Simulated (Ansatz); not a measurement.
Isolated molecules relaxed with PBE0-D4/def2-TZVP in Ansatz; ΔE leaves out vibrations. CCSD(T)/CBS adds triple-zeta CCSD(T) − MP2 to the extrapolated MP2 energy (def2 sets, frozen cores). This one scheme is used for every species. DFT in def2-TZVPP. B3LYP here is the variant with VWN-RPA as its local correlation; programs differ in this. For Ga outer-core shells are correlated without core-valence functions, which leaves a few kJ/mol of doubt a bond. Scalar relativity is left out up to krypton. Each species was taken in one conformer, which may not be the lowest.

`N=[CH][GaH][NH2]` + H₂O → `[NH2][GaH][OH]` + `C=N`  (formal hydrolysis of a Ga–C bond)

Question: Is it downhill or uphill in electronic energy at CCSD(T)/CBS, and by how much? (Estimate.)

Answer: Ansatz gave: Downhill: ΔE = -0.74 eV.

Question: What do these levels give: PBE-D4, B3LYP-D4, r2SCAN0-D4, r2SCAN0, CCSD/def2-SVP, CCSD/def2-TZVPP? (Best estimate.)

Answer: Ansatz gave: PBE-D4 -0.69, B3LYP-D4 -0.76, r2SCAN0-D4 -0.78, r2SCAN0 -0.80, CCSD/def2-SVP -0.87, CCSD/def2-TZVPP -0.80 eV.

Largest T1 diagnostic among the species: 0.014.

Leaving LDA and LC-ωPBE aside and taking each functional with its dispersion term where it has one, the values, not all of them listed here, spread over 0.16 eV, from B2PLYP to revPBE-D4. LDA lies +0.05 eV from PBE without D4. From BLYP to BHLYP (50 % exact exchange), in def2-TZVPP and without D4, ΔE moves by −0.05 eV.
